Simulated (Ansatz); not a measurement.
Job for Ansatz (a quantum-chemistry and plane-wave program): R-wB97M-V/def2-TZVPPD on C2H6OSi (a complex). Files ending in .json are basis or fitting sets from the Basis Set Exchange.

Ansatz 0.2 input:
```yaml
crystal:
  periodic: [false, false, false]
  atoms:
    - {symbol: C, position_ang: [-1.51545864, 1.37846351, 0.75122853]}
    - {symbol: C, position_ang: [-0.56332081, 0.70776336, 0.43583967]}
    - {symbol: Si, position_ang: [0.87950428, -0.31372284, -0.05537086]}
    - {symbol: H, position_ang: [-2.35654803, 1.97344578, 1.01763644]}
    - {symbol: H, position_ang: [0.53573615, -1.74234411, 0.06396102]}
    - {symbol: H, position_ang: [1.20314508, 0.01137719, -1.46203965]}
    - {symbol: H, position_ang: [2.02923032, 0.02806532, 0.80506116]}
    - {symbol: O, position_ang: [-0.05164859, -0.78769725, 3.15028251]}
    - {symbol: H, position_ang: [0.53352863, -0.14097364, 3.55819322]}
    - {symbol: H, position_ang: [-0.66421569, -0.26450620, 2.61763781]}
basis:
  gaussian:
    orbitals: def2-TZVPPD.json
hamiltonian:
  xc: {name: wB97M-V}
scf: {lower_state_search: off}
```

It printed:

```
WARN ansatz: RAYON_NUM_THREADS=1 ignored (pool sized by the plan → 1); use --threads N
Functional definition: wB97M-V
these checks for a lower state are left out or cut short: stability, starts, cluster_reference, orbital_swaps, neighbouring_geometries, increment
integrals: 0.25 GiB planned
1196 factors; their error is unknown
integrals: 0.28 GiB planned
372 factors; integrals over basis functions are off by at most 2.6e-5 eV
mean field: 1.52 GiB planned
mean field evaluation 1: about -12088.7479 eV, gradient 5.5e1 eV
mean field evaluation 2: about -12089.5445 eV, gradient 5.4e1 eV
mean field evaluation 4: about -12094.2795 eV, gradient 1.7e0 eV
mean field evaluation 8: about -12094.2953 eV, gradient 2.3e-1 eV
mean field evaluation 16: about -12094.2984 eV, gradient 1.3e-4 eV
mean field -12094.29842381 eV, -444.4572692652 hartree, gradient 7.1e-6 eV, S^2 0.000000; 0 other end points of the search recorded, 0 dependent functions left out
reference -12094.29848989 eV, -444.4572716936 hartree; 20, 20 occupied and 244, 244 virtual orbitals, 1196 factors
Total energy: -12094.29848989 eV, -444.4572716936 hartree
Checks for a lower state left out: stability, starts, cluster_reference, orbital_swaps, neighbouring_geometries, increment
```

The run converged.

Cost: very roughly 9 core-seconds.
